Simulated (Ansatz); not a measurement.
Reaction (cleavage of the Si–Si bond): `FB[SiH2][SiH3]` + H₂S → `FB[SiH2]S` + SiH₄

Program: Ansatz. Geometries: PBE0-D4/def2-TZVP. ΔE: electronic, gas phase. CCSD(T)/CBS adds triple-zeta CCSD(T) − MP2 to the extrapolated MP2 energy (def2 sets, frozen cores). This one scheme is used for every species. Functionals use def2-TZVPP. HSE06 is defined as in plane-wave codes. One conformer a species, not always the lowest.

`FB[SiH2][SiH3]`:

Z-matrix (Å, degrees):
```
Si
B 1 2.027
Si 1 2.347 2 107.7
H 1 1.490 2 110.2 3 117.4
H 1 1.489 2 112.9 3 -120.2
F 2 1.322 1 120.3 3 95.1
H 2 1.203 1 123.3 3 -82.0
H 3 1.487 1 110.0 2 -62.2
H 3 1.488 1 110.0 2 57.4
H 3 1.487 1 110.7 2 177.5
```

H₂S:

```xyz
3

S     0.018   -0.542   -0.299
H    -0.763    0.544   -0.391
H     0.745   -0.001    0.690
```

`FB[SiH2]S`:

Z-matrix (Å, degrees):
```
Si
B 1 2.029
S 1 2.154 2 104.1
H 1 1.485 2 112.4 3 -111.9
H 1 1.488 2 114.9 3 122.0
F 2 1.323 1 119.8 3 -90.5
H 2 1.202 1 123.4 3 84.1
H 3 1.344 1 94.7 2 61.0
```

SiH₄:

Cartesian coordinates in Å:
```
Si 0.000 0.000 0.000
H -0.168 1.370 0.548
H 1.219 -0.049 -0.847
H -1.186 -0.354 -0.819
H 0.135 -0.967 1.118
```

**Question.** Is it downhill or uphill in electronic energy at CCSD(T)/CBS, and by how much? (An estimate is asked.)

**Answer.** Computed: Downhill: ΔE = -47.3 kJ/mol.

**Question.** What do these levels give: HSE06-D4, PBE-QIDH, PBE, r2SCAN, MP2/CBS(def2), CCSD/CBS(def2)? (Best estimate.)

**Answer.** The calculation gave: HSE06-D4 -40.3, PBE-QIDH -47.0, PBE -37.5, r2SCAN -44.5, MP2/CBS(def2) -56.1, CCSD/CBS(def2) -47.9 kJ/mol.

Largest T1 diagnostic among the species: 0.015.

At CCSD(T), def2-SVP lies +6.1 kJ/mol from the extrapolated value and def2-TZVPP +1.8 kJ/mol. From BLYP to BHLYP (50 % exact exchange), in def2-TZVPP and without D4, ΔE moves by −6.5 kJ/mol.
